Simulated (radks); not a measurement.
Q: Coherent X-ray form factor from a spherical all-electron density. All-electron calculation, non-relativistic Kohn-Sham, LB94 model potential, spin-polarised, spherical densities, point nucleus. Program: a radial shooting solver on a logarithmic mesh with Libxc functionals.

sin(theta)/lambda (1/angstrom),f0 (electrons)
0.05,8.957
0.1,8.829
0.15,8.622
0.2,8.345
0.25,8.008
0.3,7.624
0.4,6.765
0.5,5.869
0.6,5.015
0.8,3.604
1,2.654
1.25,1.971
1.5,1.615
2,1.275

The species is in the configuration that NIST lists as its ground one. Which atom or ion scatters so?

A: The silicon ion Si5+, [He] 2s2 2p5. Extrapolating in s^2 from the first two rows gives f0(0) = 9.0, near the electron count 9; among species with that count, the fall with angle is slower the higher Z, and the table is that of Z = 14; from so few rows the species is fixed only to a neighbour or two.
